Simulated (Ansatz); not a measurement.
Isomers of As$_{2}$Se$_{3}$⁻ (doublet), relaxed with PBE-D4/def2-SVPD; total energies from Ansatz at r2SCAN0-D4/def2-TZVPD.

```json
{"isomer": "A", "description": "point group C2; 4 × As–Se 2.29 to 2.47 Å; 1 × As–As 2.64 Å", "energy (Eh)": "-11676.51604"}
{"isomer": "B", "description": "point group Cs; 4 × As–Se 2.26 to 2.48 Å; 1 × As–As 2.68 Å", "energy (Eh)": "-11676.51303"}
{"isomer": "C", "description": "point group Cs; 3 × As–Se 2.24 to 2.26 Å; 1 × As–As 2.46 Å", "energy (Eh)": "-11676.50116"}
```

The isomers come from a short search, and lower ones may exist.

**Question.** Work out the relative energies (1 Eh = 2625.5 kJ/mol) and the Boltzmann populations at 1200 K from electronic energies alone (R = 8.314 J/mol/K).

**Answer.** ΔE: A 0.0, B 7.9, C 39.1 kJ/mol. RT = 9.98 kJ/mol. Factors exp(−ΔE/RT): A 1, B 0.453, C 0.0199; sum 1.473. Populations: A 67.9 %, B 30.8 %, C 1.4 %. Zero-point energy, vibrational entropy and symmetry numbers are left out and can shift these; an error of 4 kJ/mol changes a ratio by a factor of 1.5. Over the other density-functional and correlated levels in def2 sets, the gap between A and B ranges from 7 to 8 kJ/mol.
